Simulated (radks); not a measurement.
The numbers below are computed, except where a source is named.
Question: All-electron atom: Nd IV in [Xe] 4f2 6p1 (not the ground configuration). Code: a radial shooting solver on a logarithmic mesh with Libxc functionals. Model: Dirac Kohn-Sham, BLYP, spin-unpolarised, spherical densities, finite nucleus; open shells are shared between the two j in proportion to 2j + 1; Fermi nuclear charge, rms radius 4.9123 fm.

Spin-orbit splittings of the eigenvalues, e(l+1/2) - e(l-1/2), with zeta = 2 splitting/(2l+1) and mean radii in bohr:

| shell | occ. | splitting (eV) | zeta (eV) | <r> j=l-1/2 | <r> j=l+1/2 |
|---|---|---|---|---|---|
| 2p | 6 | 520.2 | 346.8 | 0.08422 | 0.09063 |
| 3p | 6 | 103.8 | 69.18 | 0.2557 | 0.2681 |
| 3d | 10 | 22.42 | 8.968 | 0.2395 | 0.2434 |
| 4p | 6 | 22.85 | 15.23 | 0.6203 | 0.6479 |
| 4d | 10 | 4.092 | 1.637 | 0.6924 | 0.7020 |
| 4f | 2 | ? | ? | 0.9006 | 0.9079 |
| 5p | 6 | 3.737 | 2.491 | 1.541 | 1.612 |
| 6p | 1 | 0.7356 | 0.4904 | 3.564 | 3.688 |

Estimate the 4f splitting.

Answer: 0.5139 eV (zeta = 0.1468 eV).
